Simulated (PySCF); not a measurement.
C6H6, SMILES C#C/C=C\C=C. Atoms are numbered in the order given.

```xyz
12

C     -0.8632     2.5915     0.0000
C      0.0111     1.7286     0.0000
C      1.0487     0.7619     0.0000
C      0.8637    -0.5953     0.0000
C     -0.4218    -1.2618     0.0000
C     -0.5751    -2.6080     0.0000
H     -1.6357     3.3473     0.0000
H      2.0809     1.1531     0.0000
H      1.7623    -1.2353     0.0000
H     -1.3129    -0.6099     0.0000
H      0.2968    -3.2830     0.0000
H     -1.5717    -3.0741     0.0000
```
Charge 0, spin multiplicity 1.

Coordinates come from a PBE-D3(BJ)/def2-SVP optimisation. The values are those of a single conformer.

These are PBE-D3(BJ)/def2-SVP (PySCF 2.14.0) values and carry that method's errors.

Harmonic, unscaled wavenumbers; measured fundamentals usually lie a few per cent lower.

| mode | ν (cm⁻¹) | IR (km/mol) | moving atoms (share of kinetic energy) |
|---|---|---|---|
| 1 | 121 | 0.1 | C 81 %, H 19 % |
| 2 | 145 | 0.7 | C 56 %, H 44 % |
| 3 | 263 | 0.7 | C 72 %, H 28 % |
| 4 | 292 | 7.3 | C 75 %, H 25 % |
| 5 | 413 | 1.0 | C 80 %, H 20 % |
| 6 | 464 | 14.2 | C 52 %, H 48 % |
| 7 | 605 | 39.2 | H 77 %, C 23 % |
| 8 | 644 | 35.1 | H 76 %, C 24 % |
| 9 | 673 | 6.7 | H 56 %, C 44 % |
| 10 | 694 | 2.9 | C 83 %, H 17 % |
| 11 | 780 | 8.3 | H 65 %, C 35 % |
| 12 | 886 | 0.4 | C 60 %, H 40 % |
| 13 | 891 | 37.7 | H 73 %, C 27 % |
| 14 | 947 | 0.1 | H 70 %, C 30 % |
| 15 | 968 | 8.7 | C 54 %, H 46 % |
| 16 | 1008 | 12.8 | H 90 %, C 10 % |
| 17 | 1123 | 0.2 | H 65 %, C 35 % |
| 18 | 1217 | 1.0 | H 76 %, C 24 % |
| 19 | 1256 | 3.3 | H 75 %, C 25 % |
| 20 | 1330 | 0.9 | H 72 %, C 28 % |
| 21 | 1405 | 5.0 | H 65 %, C 35 % |
| 22 | 1586 | 3.2 | C 91 %, H 9 % |
| 23 | 1645 | 0.6 | C 88 %, H 12 % |
| 24 | 2133 | 1.9 | C 92 %, H 8 % |
| 25 | 3073 | 3.7 | H 95 % |
| 26 | 3083 | 0.1 | H 92 % |
| 27 | 3090 | 1.3 | H 92 %, C 8 % |
| 28 | 3103 | 11.4 | H 91 %, C 9 % |
| 29 | 3178 | 5.7 | H 89 %, C 11 % |
| 30 | 3407 | 89.7 | H 86 %, C 14 % |
